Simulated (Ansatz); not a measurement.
Molecular dynamics of ClF2H2NSi

input.yaml

```yaml
crystal:
  periodic: [false, false, false]
  atoms:
    - { symbol: Si, position_ang: [0.002067, -0.00272, 0.077722] }
    - { symbol: "N", position_ang: [0.025054, -0.00321, 1.783332] }
    - { symbol: H, position_ang: [-0.820472, -0.04822, 2.350379] }
    - { symbol: H, position_ang: [0.902788, 0.045027, 2.298653] }
    - { symbol: Cl, position_ang: [2.019253, 0.082996, -0.581715] }
    - { symbol: F, position_ang: [-0.862219, 1.263654, -0.590454] }
    - { symbol: F, position_ang: [-0.755672, -1.337527, -0.586218] }
basis:
  gaussian: { orbitals: "6-31G" }
hamiltonian:
  xc: lda
md:
  timestep: 0.25
  n_steps: 100
  ensemble: nve
  temperature: 1000.0
  initial_velocities: maxwell_boltzmann
  seed: 963459
  masses: [{ species: H, mass: 2.014 }]
```

Command:

```bash
$ ansatz run input.yaml --threads 1 --pin off --max-ram 2048MiB --backend cpu --events-out ev --progress --plain --runs-dir out
```

It starts from a relaxed structure.

Output, in part (one step line in 2, the closing report, with atoms numbered from 0):

```
md step     0: t =     0.00 fs  T =  1000.0 K  F+E_penalty+E_count = -27238.28851158 eV  E_kin = 0.646300 eV  conserved = -27237.64221159 eV  (24 SCF iters)
md step     2: t =     0.50 fs  T =   987.3 K  F+E_penalty+E_count = -27238.28025986 eV  E_kin = 0.638093 eV  conserved = -27237.64216681 eV  (25 SCF iters)
md step     4: t =     1.00 fs  T =   952.3 K  F+E_penalty+E_count = -27238.25753297 eV  E_kin = 0.615451 eV  conserved = -27237.64208161 eV  (25 SCF iters)
md step     6: t =     1.50 fs  T =   902.7 K  F+E_penalty+E_count = -27238.22540420 eV  E_kin = 0.583425 eV  conserved = -27237.64197944 eV  (25 SCF iters)
md step     8: t =     2.00 fs  T =   848.2 K  F+E_penalty+E_count = -27238.19008513 eV  E_kin = 0.548201 eV  conserved = -27237.64188454 eV  (25 SCF iters)
md step    10: t =     2.50 fs  T =   797.8 K  F+E_penalty+E_count = -27238.15741082 eV  E_kin = 0.515593 eV  conserved = -27237.64181734 eV  (22 SCF iters)
md step    12: t =     3.00 fs  T =   757.8 K  F+E_penalty+E_count = -27238.13154710 eV  E_kin = 0.489757 eV  conserved = -27237.64179036 eV  (22 SCF iters)
md step    14: t =     3.50 fs  T =   731.0 K  F+E_penalty+E_count = -27238.11423523 eV  E_kin = 0.472432 eV  conserved = -27237.64180334 eV  (22 SCF iters)
md step    16: t =     4.00 fs  T =   716.2 K  F+E_penalty+E_count = -27238.10474566 eV  E_kin = 0.462899 eV  conserved = -27237.64184684 eV  (22 SCF iters)
md step    18: t =     4.50 fs  T =   709.5 K  F+E_penalty+E_count = -27238.10044273 eV  E_kin = 0.458536 eV  conserved = -27237.64190644 eV  (22 SCF iters)
md step    20: t =     5.00 fs  T =   705.1 K  F+E_penalty+E_count = -27238.09766779 eV  E_kin = 0.455700 eV  conserved = -27237.64196794 eV  (24 SCF iters)
md step    22: t =     5.50 fs  T =   697.2 K  F+E_penalty+E_count = -27238.09262109 eV  E_kin = 0.450600 eV  conserved = -27237.64202088 eV  (25 SCF iters)
md step    24: t =     6.00 fs  T =   680.8 K  F+E_penalty+E_count = -27238.08206596 eV  E_kin = 0.440008 eV  conserved = -27237.64205749 eV  (25 SCF iters)
md step    26: t =     6.50 fs  T =   652.6 K  F+E_penalty+E_count = -27238.06386951 eV  E_kin = 0.421799 eV  conserved = -27237.64207034 eV  (25 SCF iters)
md step    28: t =     7.00 fs  T =   611.8 K  F+E_penalty+E_count = -27238.03748113 eV  E_kin = 0.395429 eV  conserved = -27237.64205207 eV  (25 SCF iters)
md step    30: t =     7.50 fs  T =   560.7 K  F+E_penalty+E_count = -27238.00437571 eV  E_kin = 0.362378 eV  conserved = -27237.64199774 eV  (24 SCF iters)
md step    32: t =     8.00 fs  T =   505.0 K  F+E_penalty+E_count = -27237.96829555 eV  E_kin = 0.326385 eV  conserved = -27237.64191070 eV  (22 SCF iters)
md step    34: t =     8.50 fs  T =   453.6 K  F+E_penalty+E_count = -27237.93494270 eV  E_kin = 0.293134 eV  conserved = -27237.64180871 eV  (22 SCF iters)
md step    36: t =     9.00 fs  T =   416.3 K  F+E_penalty+E_count = -27237.91080785 eV  E_kin = 0.269084 eV  conserved = -27237.64172347 eV  (21 SCF iters)
md step    38: t =     9.50 fs  T =   401.5 K  F+E_penalty+E_count = -27237.90121035 eV  E_kin = 0.259521 eV  conserved = -27237.64168926 eV  (21 SCF iters)
md step    40: t =    10.00 fs  T =   412.4 K  F+E_penalty+E_count = -27237.90823065 eV  E_kin = 0.266505 eV  conserved = -27237.64172559 eV  (21 SCF iters)
md step    42: t =    10.50 fs  T =   445.2 K  F+E_penalty+E_count = -27237.92957166 eV  E_kin = 0.287747 eV  conserved = -27237.64182431 eV  (21 SCF iters)
md step    44: t =    11.00 fs  T =   490.7 K  F+E_penalty+E_count = -27237.95906732 eV  E_kin = 0.317115 eV  conserved = -27237.64195251 eV  (22 SCF iters)
md step    46: t =    11.50 fs  T =   536.3 K  F+E_penalty+E_count = -27237.98867839 eV  E_kin = 0.346610 eV  conserved = -27237.64206831 eV  (25 SCF iters)
md step    48: t =    12.00 fs  T =   570.8 K  F+E_penalty+E_count = -27238.01104943 eV  E_kin = 0.368911 eV  conserved = -27237.64213846 eV  (25 SCF iters)
md step    50: t =    12.50 fs  T =   587.1 K  F+E_penalty+E_count = -27238.02157971 eV  E_kin = 0.379431 eV  conserved = -27237.64214823 eV  (24 SCF iters)
md step    52: t =    13.00 fs  T =   583.8 K  F+E_penalty+E_count = -27238.01939966 eV  E_kin = 0.377298 eV  conserved = -27237.64210135 eV  (24 SCF iters)
md step    54: t =    13.50 fs  T =   565.0 K  F+E_penalty+E_count = -27238.00718383 eV  E_kin = 0.365168 eV  conserved = -27237.64201606 eV  (25 SCF iters)
md step    56: t =    14.00 fs  T =   538.7 K  F+E_penalty+E_count = -27237.99005413 eV  E_kin = 0.348136 eV  conserved = -27237.64191839 eV  (22 SCF iters)
md step    58: t =    14.50 fs  T =   513.9 K  F+E_penalty+E_count = -27237.97396226 eV  E_kin = 0.332127 eV  conserved = -27237.64183564 eV  (22 SCF iters)
md step    60: t =    15.00 fs  T =   498.6 K  F+E_penalty+E_count = -27237.96400125 eV  E_kin = 0.322213 eV  conserved = -27237.64178835 eV  (21 SCF iters)
md step    62: t =    15.50 fs  T =   497.2 K  F+E_penalty+E_count = -27237.96311760 eV  E_kin = 0.321333 eV  conserved = -27237.64178507 eV  (24 SCF iters)
md step    64: t =    16.00 fs  T =   510.2 K  F+E_penalty+E_count = -27237.97157241 eV  E_kin = 0.329752 eV  conserved = -27237.64182009 eV  (22 SCF iters)
md step    66: t =    16.50 fs  T =   534.3 K  F+E_penalty+E_count = -27237.98722284 eV  E_kin = 0.345343 eV  conserved = -27237.64187937 eV  (22 SCF iters)
md step    68: t =    17.00 fs  T =   563.9 K  F+E_penalty+E_count = -27238.00636786 eV  E_kin = 0.364421 eV  conserved = -27237.64194673 eV  (21 SCF iters)
md step    70: t =    17.50 fs  T =   592.2 K  F+E_penalty+E_count = -27238.02475442 eV  E_kin = 0.382745 eV  conserved = -27237.64200906 eV  (25 SCF iters)
md step    72: t =    18.00 fs  T =   613.3 K  F+E_penalty+E_count = -27238.03841908 eV  E_kin = 0.396361 eV  conserved = -27237.64205770 eV  (24 SCF iters)
md step    74: t =    18.50 fs  T =   622.3 K  F+E_penalty+E_count = -27238.04426379 eV  E_kin = 0.402176 eV  conserved = -27237.64208789 eV  (25 SCF iters)
md step    76: t =    19.00 fs  T =   616.4 K  F+E_penalty+E_count = -27238.04044814 eV  E_kin = 0.398354 eV  conserved = -27237.64209426 eV  (25 SCF iters)
md step    78: t =    19.50 fs  T =   595.2 K  F+E_penalty+E_count = -27238.02673639 eV  E_kin = 0.384666 eV  conserved = -27237.64207085 eV  (25 SCF iters)
md step    80: t =    20.00 fs  T =   561.4 K  F+E_penalty+E_count = -27238.00481652 eV  E_kin = 0.362801 eV  conserved = -27237.64201519 eV  (25 SCF iters)
md step    82: t =    20.50 fs  T =   520.6 K  F+E_penalty+E_count = -27237.97841120 eV  E_kin = 0.336479 eV  conserved = -27237.64193186 eV  (25 SCF iters)
md step    84: t =    21.00 fs  T =   481.2 K  F+E_penalty+E_count = -27237.95286896 eV  E_kin = 0.311029 eV  conserved = -27237.64184027 eV  (21 SCF iters)
md step    86: t =    21.50 fs  T =   452.1 K  F+E_penalty+E_count = -27237.93397959 eV  E_kin = 0.292211 eV  conserved = -27237.64176847 eV  (21 SCF iters)
md step    88: t =    22.00 fs  T =   440.1 K  F+E_penalty+E_count = -27237.92616651 eV  E_kin = 0.284419 eV  conserved = -27237.64174720 eV  (22 SCF iters)
md step    90: t =    22.50 fs  T =   447.0 K  F+E_penalty+E_count = -27237.93069500 eV  E_kin = 0.288905 eV  conserved = -27237.64179038 eV  (22 SCF iters)
md step    92: t =    23.00 fs  T =   468.7 K  F+E_penalty+E_count = -27237.94482444 eV  E_kin = 0.302936 eV  conserved = -27237.64188886 eV  (21 SCF iters)
md step    94: t =    23.50 fs  T =   495.8 K  F+E_penalty+E_count = -27237.96246248 eV  E_kin = 0.320453 eV  conserved = -27237.64200939 eV  (22 SCF iters)
md step    96: t =    24.00 fs  T =   516.8 K  F+E_penalty+E_count = -27237.97613831 eV  E_kin = 0.334026 eV  conserved = -27237.64211185 eV  (25 SCF iters)
md step    98: t =    24.50 fs  T =   521.9 K  F+E_penalty+E_count = -27237.97944437 eV  E_kin = 0.337279 eV  conserved = -27237.64216540 eV  (25 SCF iters)
md step   100: t =    25.00 fs  T =   505.7 K  F+E_penalty+E_count = -27237.96900393 eV  E_kin = 0.326849 eV  conserved = -27237.64215537 eV  (24 SCF iters)
Total energy: -27237.96903550 eV, -1000.9768994960 hartree
Atom 0 at     0.011555    -0.009540     0.104113 Å, force    -1.981269    -0.323103     0.301069 eV/Å
Atom 1 at     0.026311     0.062770     1.851499 Å, force    -0.528800    -0.442964    -1.655258 eV/Å
Atom 2 at    -0.757480    -0.180650     2.455866 Å, force     0.163868     0.045054    -0.014696 eV/Å
Atom 3 at     0.773190     0.634461     2.211269 Å, force     0.418503     0.145554     0.712187 eV/Å
Atom 4 at     1.928004     0.026257    -0.591153 Å, force     1.698121     0.260033    -0.425923 eV/Å
Atom 5 at    -0.837560     1.319568    -0.527268 Å, force     0.205885    -0.618754     0.084423 eV/Å
Atom 6 at    -0.617958    -1.374579    -0.722984 Å, force     0.023691     0.934180     0.998199 eV/Å
Dipole moment:    -0.023153     0.112293     0.815044 e Å
```

All steps were run. The conserved energy stayed within 0.075 meV per atom of its start (net change 0.0081 meV per atom), so the integration is sound. A run of 0.025 ps of so small a system gives no equilibrium averages. Limits of this set-up: no polarisation functions.

The same pairs are bonded in the first frame and the last. Pairs count as bonded within 1.25 times the sum of covalent radii (0.12 Å more for H–H).

Last frame:

```xyz
7
Properties=species:S:1:pos:R:3
Si 0.012 -0.009 0.104
N 0.026 0.063 1.851
H -0.757 -0.181 2.456
H 0.773 0.634 2.211
Cl 1.928 0.026 -0.591
F -0.838 1.320 -0.527
F -0.618 -1.375 -0.723
```

Run time: 98 s on 1 thread of Intel(R) Xeon(R) 6975P-C (Granite Rapids), with other jobs on the host, peak memory 0.11 GiB.
